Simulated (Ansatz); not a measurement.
Ansatz (an electronic-structure program) input (PBE/def2-TZVPD):

Ansatz 0.2 input:
```yaml
crystal:
  periodic: [false, false, false]
  atoms:
    - {symbol: C, position_ang: [-0.00754564, -0.00103938, 0.55491388]}
    - {symbol: F, position_ang: [1.05795691, -0.70184003, -0.11026606]}
    - {symbol: F, position_ang: [0.08146965, 1.26609935, -0.11985815]}
    - {symbol: F, position_ang: [-1.13439613, -0.56356641, -0.13981838]}
basis:
  gaussian:
    orbitals: def2-TZVPD
hamiltonian:
  xc: {name: PBE}
total_charge: -1
output: {forces: true}
```

Output:

```
Functional definition: PBE
integrals: 0.05 GiB planned
765 factors; their error is unknown
mean field: 0.46 GiB planned
mean field evaluation 1: about -9181.2785 eV, gradient 3.0e1 eV
mean field evaluation 2: about -9179.3905 eV, gradient 5.0e1 eV
mean field evaluation 4: about -9182.7202 eV, gradient 2.9e0 eV
mean field evaluation 8: about -9182.7316 eV, gradient 2.7e-2 eV
mean field evaluation 16: about -9182.7316 eV, gradient 5.9e-5 eV
mean field -9182.73158830 eV, -337.4591615910 hartree, gradient 5.9e-5 eV, S^2 0.000000; 0 other end points of the search recorded, 0 dependent functions left out
the calculation of the forces begins
reference -9182.73162488 eV, -337.4591629353 hartree; 17, 17 occupied and 140, 140 virtual orbitals, 765 factors
Total energy: -9182.73162488 eV, -337.4591629353 hartree
Atom 0 at    -0.007546    -0.001039     0.554914 Å, force    -0.001725    -0.000265     0.126749 eV/Å
Atom 1 at     1.057957    -0.701840    -0.110266 Å, force     0.273918    -0.181576    -0.038868 eV/Å
Atom 2 at     0.081470     1.266099    -0.119858 Å, force     0.021222     0.327634    -0.041365 eV/Å
Atom 3 at    -1.134396    -0.563566    -0.139818 Å, force    -0.293414    -0.145793    -0.046516 eV/Å
Dipole moment:     0.003639     0.000501    -0.267636 e Å
```
